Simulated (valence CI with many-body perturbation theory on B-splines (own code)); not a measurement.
Au⁶⁶⁺: electric-dipole lines

Method: relativistic CI+MBPT: three valence electrons over a frozen Dirac-Fock core [Ne], radial functions for each j: 11 s, 11 p, 10 d, 8 f, 5 g, 2 h, with the one-electron correlation potential Σ1, the two-electron term Σ2, the three-electron term Σ3, Breit, model QED; selected CI, second order for the rest, scaled by the run's own slope (own B-spline code, finite nucleus).

No measured spectrum was set against this ion. As an estimate, large intervals hold to a few tenths of a per cent, small ones and those within an open d or f shell to about a per cent.

Lines 201 to 250 of 590 in falling wavelength, among levels below 283.57 Ry, chosen from the strongest by gf and those to the six lowest levels. Wavelengths and rates use the calculated energies. Electric multipoles are in the length gauge, E1 and E2 with the static RPA response of the core. Weak lines are less certain than strong ones. Lines between different terms over intervals too small for the method are left out, as are lines whose strength nearly cancels. The highest levels of a list are the least certain.

Levels are named by their leading jj configuration (3d3/2^4 stands for four electrons in 3d with j = 3/2), which in mixed levels can hold well under half, so a name can repeat and another be missing. Letters in brackets count levels of one name in rising energy.

| λ vac (nm) | Upper | Lower | A (s⁻¹) | log gf | Branch % |
| --- | --- | --- | --- | --- | --- |
| 3.390 | (3p3/2 3d3/2 3d5/2) J=3/2 [c] | (3p3/2^2 3d3/2) J=1/2 | 1.91e+11 | -0.88 | 2.9 |
| 3.379 | (3s 3p1/2 3d5/2) J=5/2 [b] | (3s 3p1/2 3p3/2) J=5/2 | 8.92e+10 | -1.04 | 25.8 |
| 3.373 | (3s 3d3/2 3d5/2) J=9/2 | (3s 3p3/2 3d3/2) J=7/2 | 4.31e+11 | -0.13 | 9.7 |
| 3.372 | (3d3/2 3d5/2^2) J=9/2 | (3p3/2 3d3/2 3d5/2) J=9/2 [a] | 2.03e+11 | -0.46 | 6.3 |
| 3.369 | (3d5/2^3) J=9/2 | (3p3/2 3d5/2^2) J=11/2 | 5.34e+10 | -1.04 | 5.3 |
| 3.354 | (3s 3d5/2^2) J=5/2 | (3s 3p3/2 3d5/2) J=5/2 [a] | 5.28e+11 | -0.27 | 52.9 |
| 3.348 | (3d3/2 3d5/2^2) J=5/2 [b] | (3p3/2 3d3/2 3d5/2) J=5/2 [b] | 1.78e+11 | -0.75 | 5.2 |
| 3.336 | (3s 3p1/2 3d5/2) J=3/2 | (3s 3p1/2 3p3/2) J=5/2 | 2.09e+10 | -1.86 | 2.4 |
| 3.332 | (3s 3d5/2^2) J=3/2 | (3s 3p3/2 3d5/2) J=3/2 [a] | 2.93e+11 | -0.71 | 23.4 |
| 3.312 | (3d5/2^3) J=3/2 | (3p3/2 3d5/2^2) J=5/2 [a] | 3.42e+11 | -0.65 | 27.8 |
| 3.300 | (3s 3d3/2 3d5/2) J=7/2 [b] | (3s 3p3/2 3d3/2) J=7/2 | 7.98e+10 | -0.98 | 2.2 |
| 3.286 | (3s 3d3/2 3d5/2) J=5/2 [b] | (3s 3p3/2 3d3/2) J=5/2 [a] | 9.61e+10 | -1.03 | 1.8 |
| 3.280 | (3s 3d5/2^2) J=9/2 | (3s 3p3/2 3d5/2) J=9/2 | 2.37e+11 | -0.42 | 27.7 |
| 3.261 | (3s 3p3/2 3d5/2) J=7/2 [b] | (3s 3p3/2^2) J=5/2 | 2.82e+11 | -0.44 | 6.6 |
| 3.234 | (3p3/2 3d5/2^2) J=7/2 [b] | (3p3/2^2 3d5/2) J=7/2 | 3.08e+11 | -0.41 | 7.4 |
| 3.222 | (3d5/2^3) J=5/2 | (3p3/2 3d5/2^2) J=7/2 [a] | 1.39e+11 | -0.89 | 10.8 |
| 3.204 | (3s 3p1/2 3d5/2) J=5/2 [b] | (3s 3p1/2 3p3/2) J=3/2 [a] | 5.99e+09 | -2.26 | 1.7 |
| 3.191 | (3p3/2 3d5/2^2) J=3/2 [b] | (3p3/2^2 3d5/2) J=1/2 | 1.95e+11 | -0.92 | 4.4 |
| 3.165 | (3s 3p1/2 3d5/2) J=3/2 | (3s 3p1/2 3p3/2) J=3/2 [a] | 5.62e+10 | -1.47 | 6.6 |
| 2.034 | (3p1/2^2 3d3/2) J=3/2 | (3s^2 3p3/2) J=3/2 | 1.99e+09 | -3.31 | 1.1 |
| 1.949 | (3p3/2^2 3d5/2) J=7/2 | (3s 3p3/2 3d5/2) J=5/2 [b] | 9.40e+11 | -0.37 | 14.4 |
| 1.914 | (3p3/2 3d3/2 3d5/2) J=7/2 [a] | (3s 3d3/2 3d5/2) J=7/2 [b] | 3.38e+11 | -0.83 | 5.6 |
| 1.908 | (3p3/2 3d5/2^2) J=5/2 [a] | (3s 3d5/2^2) J=3/2 | 1.02e+12 | -0.48 | 27.9 |
| 1.906 | (3s 3p1/2 3p3/2) J=3/2 [a] | (3s^2 3p1/2) J=1/2 | 2.29e+10 | -2.30 | 88.4 |
| 1.898 | (3p3/2^2 3d5/2) J=1/2 | (3s 3p3/2 3d5/2) J=3/2 [b] | 1.71e+12 | -0.73 | 24.0 |
| 1.889 | (3p3/2 3d5/2^2) J=5/2 [a] | (3s 3d5/2^2) J=7/2 | 8.91e+11 | -0.54 | 24.4 |
| 1.888 | (3p3/2 3d3/2 3d5/2) J=3/2 [a] | (3s 3d3/2 3d5/2) J=3/2 [b] | 7.64e+11 | -0.79 | 11.7 |
| 1.887 | (3s 3p3/2 3d5/2) J=5/2 [a] | (3s^2 3d5/2) J=5/2 | 6.59e+11 | -0.68 | 56.6 |
| 1.886 | (3p3/2^2 3d3/2) J=1/2 | (3s 3p3/2 3d3/2) J=1/2 [b] | 2.25e+12 | -0.62 | 23.1 |
| 1.886 | (3p1/2 3p3/2 3d5/2) J=7/2 [a] | (3s 3p1/2 3d5/2) J=5/2 [b] | 2.01e+11 | -1.07 | 7.1 |
| 1.883 | (3p3/2 3d5/2^2) J=7/2 [a] | (3s 3d5/2^2) J=7/2 | 5.81e+11 | -0.61 | 17.1 |
| 1.879 | (3p3/2^2 3d5/2) J=9/2 | (3s 3p3/2 3d5/2) J=7/2 [b] | 3.34e+12 | 0.25 | 53.5 |
| 1.878 | (3p3/2^2 3d5/2) J=7/2 | (3s 3p3/2 3d5/2) J=7/2 [b] | 7.27e+11 | -0.51 | 11.1 |
| 1.874 | (3p3/2 3d5/2^2) J=9/2 | (3s 3d5/2^2) J=7/2 | 1.02e+12 | -0.27 | 27.8 |
| 1.870 | (3s 3p3/2^2) J=5/2 | (3s^2 3p3/2) J=3/2 | 1.19e+12 | -0.43 | 99.8 |
| 1.869 | (3p3/2 3d3/2 3d5/2) J=5/2 [b] | (3s 3d3/2 3d5/2) J=5/2 [b] | 1.39e+12 | -0.36 | 22.1 |
| 1.864 | (3p1/2 3p3/2 3d5/2) J=3/2 [a] | (3s 3p1/2 3d5/2) J=3/2 | 1.43e+12 | -0.53 | 53.1 |
| 1.863 | (3p3/2 3d5/2^2) J=5/2 [a] | (3s 3d5/2^2) J=5/2 | 1.21e+12 | -0.42 | 33.2 |
| 1.863 | (3p3/2^2 3d3/2) J=7/2 | (3s 3p3/2 3d3/2) J=5/2 [b] | 4.88e+12 | 0.31 | 54.7 |
| 1.861 | (3p1/2 3p3/2^2) J=3/2 | (3s 3p1/2 3p3/2) J=1/2 | 2.05e+12 | -0.37 | 37.7 |
| 1.859 | (3p3/2^2 3d3/2) J=3/2 [a] | (3s 3p3/2 3d3/2) J=3/2 [b] | 1.41e+12 | -0.54 | 14.6 |
| 1.858 | (3p3/2 3d3/2 3d5/2) J=11/2 | (3s 3d3/2 3d5/2) J=9/2 | 4.08e+12 | 0.40 | 81.6 |
| 1.858 | (3p3/2 3d3/2 3d5/2) J=9/2 [a] | (3s 3d3/2 3d5/2) J=7/2 [a] | 2.31e+12 | 0.08 | 40.9 |
| 1.858 | (3p3/2 3d5/2^2) J=7/2 [a] | (3s 3d5/2^2) J=5/2 | 2.22e+12 | -0.04 | 65.1 |
| 1.855 | (3p1/2 3p3/2 3d5/2) J=7/2 [a] | (3s 3p1/2 3d5/2) J=7/2 | 2.08e+11 | -1.07 | 7.4 |
| 1.854 | (3p3/2 3d3/2 3d5/2) J=7/2 [b] | (3s 3d3/2 3d5/2) J=7/2 [b] | 1.57e+12 | -0.19 | 26.7 |
| 1.853 | (3p3/2 3d3/2 3d5/2) J=7/2 [b] | (3s 3d3/2 3d5/2) J=5/2 [b] | 1.86e+12 | -0.11 | 31.7 |
| 1.853 | (3p3/2 3d5/2^2) J=11/2 | (3s 3d5/2^2) J=9/2 | 2.82e+12 | 0.24 | 92.3 |
| 1.850 | (3s 3p3/2 3d5/2) J=3/2 [a] | (3s^2 3d5/2) J=5/2 | 4.24e+11 | -1.06 | 37.2 |
| 1.846 | (3p3/2 3d5/2^2) J=3/2 [a] | (3s 3d5/2^2) J=1/2 | 1.71e+12 | -0.46 | 45.3 |
